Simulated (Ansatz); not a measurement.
Program: Ansatz. Geometries: PBE0-D4/def2-TZVP. ΔE: electronic, gas phase. CCSD(T)/CBS adds triple-zeta CCSD(T) − MP2 to the extrapolated MP2 energy (def2 sets, frozen cores). Functionals use def2-TZVPP. B3LYP here is the variant with VWN-RPA as its local correlation; programs differ in this. For Ge outer-core shells are correlated without core-valence functions, which leaves a few kJ/mol of doubt a bond. Scalar relativity is left out up to krypton. One conformer a species, not always the lowest.

digermane + `F[SiH2][AlH2]` → `F[SiH2][AlH][GeH3]` + GeH₄  (formal exchange of groups at a Ge–Ge bond)

Q: Is it downhill or uphill in electronic energy at CCSD(T)/CBS, and by how much? (An estimate is asked.)

A: The calculation gave: Nearly level: ΔE = -2.2 kJ/mol.

Q: What do these levels give: PBE-D4, B3LYP-D4, B2PLYP, PBE, r2SCAN, PBE0, MP2/def2-TZVPP, SCS-MP2/def2-TZVPP, CCSD(T)/def2-TZVPP, HF/def2-QZVPP, HF/CBS(def2), MP2/CBS(def2)? (Estimate.)

A: Computed: PBE-D4 -6.4, B3LYP-D4 -1.2, B2PLYP -0.5, PBE -6.4, r2SCAN -4.7, PBE0 -4.6, MP2/def2-TZVPP 1.6, SCS-MP2/def2-TZVPP 1.7, CCSD(T)/def2-TZVPP -1.9, HF/def2-QZVPP 2.4, HF/CBS(def2) 2.4, MP2/CBS(def2) 1.3 kJ/mol.

Largest T1 diagnostic among the species: 0.012.
